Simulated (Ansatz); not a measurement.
Reaction (redistribution): `OCO[SiH2]S` + `O[SiH2]O[SiH](F)F` → `F[SiH](F)O[SiH2]S` + `OCO[SiH2]O`

Program: Ansatz. Geometries: PBE0-D4/def2-TZVP. ΔE: electronic, gas phase. CCSD(T)/CBS adds triple-zeta CCSD(T) − MP2 to the extrapolated MP2 energy (def2 sets, frozen cores). Functionals use def2-TZVPP. B3LYP here is the variant with VWN-RPA as its local correlation; programs differ in this. Each species was taken in one conformer, which may not be the lowest.

```
             level  ΔE (kcal/mol)  difference from CCSD(T)/CBS
         r2SCAN-D4            0.7                         -0.1
           PBE0-D4            0.6                         -0.2
          B3LYP-D4            0.5                         -0.3
              PBE0            0.4                         -0.4
             B3LYP            0.1                         -0.7
     HF/def2-TZVPP            0.1                         -0.7
SCS-MP2/def2-TZVPP            0.7                         -0.1
   CCSD/def2-TZVPP            0.5                         -0.3
     HF/def2-QZVPP            0.1                         -0.7
    MP2/def2-QZVPP            0.9                          0.1
       CCSD(T)/CBS            0.8                            0
```

Largest T1 diagnostic among the species: 0.012.
